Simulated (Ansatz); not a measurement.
Ag3H3⁺ (the lowest doublet isomer of a short search), 6 atoms. Hardware: 4 threads of Arm Neoverse V2 on a shared host.

In the def2 sets Ag takes a core potential; there is no spin–orbit coupling. Correlated methods freeze no core orbitals; core or outer-core shells of Ag are correlated, in sets that lack core-valence functions.

(1) How many basis functions does each of these Ansatz runs have, and roughly what does it cost? r2SCAN-D4/def2-TZVP, charge 0 singlet at the geometry of the charge 1 doublet, energy, from earlier orbitals; RPA@PBE/def2-TZVP, charge 1 doublet, energy, from earlier orbitals; PBE0-D4/def2-TZVP, charge 1 doublet, energy and forces, from earlier orbitals; BLYP-D4/def2-TZVP, charge 1 doublet, energy, from earlier orbitals; HSE06-D4/def2-TZVP, charge 1 doublet, energy, from earlier orbitals; PBE-D4/def2-TZVP, charge 0 singlet at the geometry of the charge 1 doublet, energy, from earlier orbitals; B3LYP-D4/def2-TZVP, charge 1 doublet, relaxation, 9 steps; LDA (SPW92)/def2-TZVP, charge 1 doublet, energy, from earlier orbitals; MP2/def2-TZVP, charge 1 doublet, energy, from earlier orbitals; PBE-D4/def2-TZVP, charge 1 doublet, energy, from earlier orbitals; PBE0-D4/def2-SVP, charge 1 doublet, energy, from earlier orbitals; r2SCAN-D4/def2-TZVP, charge 1 doublet, energy, from earlier orbitals.

Results:

(1) Other jobs shared the machine, so times can vary by a factor of up to 3. A dash marks memory too small to be measured apart from the calling script's.

```json
{"run": "LDA (SPW92)/def2-TZVP, charge 1 doublet, energy, from earlier orbitals", "functions": "138", "fitting or Cholesky vectors": "1191", "wall time": "1.2 s", "peak host memory (GiB)": "–"}
{"run": "PBE-D4/def2-TZVP, charge 0 singlet at the geometry of the charge 1 doublet, energy, from earlier orbitals", "functions": "138", "fitting or Cholesky vectors": "1191", "wall time": "1.4 s", "peak host memory (GiB)": "–"}
{"run": "MP2/def2-TZVP, charge 1 doublet, energy, from earlier orbitals", "functions": "138", "fitting or Cholesky vectors": "1316", "wall time": "2.1 s", "peak host memory (GiB)": "–"}
{"run": "PBE-D4/def2-TZVP, charge 1 doublet, energy, from earlier orbitals", "functions": "138", "fitting or Cholesky vectors": "1191", "wall time": "2.5 s", "peak host memory (GiB)": "–"}
{"run": "PBE0-D4/def2-SVP, charge 1 doublet, energy, from earlier orbitals", "functions": "108", "fitting or Cholesky vectors": "1139", "wall time": "3 s", "peak host memory (GiB)": "–"}
{"run": "BLYP-D4/def2-TZVP, charge 1 doublet, energy, from earlier orbitals", "functions": "138", "fitting or Cholesky vectors": "1191", "wall time": "3 s", "peak host memory (GiB)": "–"}
{"run": "r2SCAN-D4/def2-TZVP, charge 0 singlet at the geometry of the charge 1 doublet, energy, from earlier orbitals", "functions": "138", "fitting or Cholesky vectors": "1191", "wall time": "3.1 s", "peak host memory (GiB)": "–"}
{"run": "HSE06-D4/def2-TZVP, charge 1 doublet, energy, from earlier orbitals", "functions": "138", "fitting or Cholesky vectors": "1290", "wall time": "3.4 s", "peak host memory (GiB)": "–"}
{"run": "PBE0-D4/def2-TZVP, charge 1 doublet, energy and forces, from earlier orbitals", "functions": "138", "fitting or Cholesky vectors": "1316", "wall time": "4 s", "peak host memory (GiB)": "–"}
{"run": "RPA@PBE/def2-TZVP, charge 1 doublet, energy, from earlier orbitals", "functions": "138", "fitting or Cholesky vectors": "1316", "wall time": "5 s", "peak host memory (GiB)": "–"}
{"run": "r2SCAN-D4/def2-TZVP, charge 1 doublet, energy, from earlier orbitals", "functions": "138", "fitting or Cholesky vectors": "1191", "wall time": "6 s", "peak host memory (GiB)": "–"}
{"run": "B3LYP-D4/def2-TZVP, charge 1 doublet, relaxation, 9 steps", "functions": "138", "fitting or Cholesky vectors": "1206", "wall time": "21 s", "peak host memory (GiB)": "–"}
```
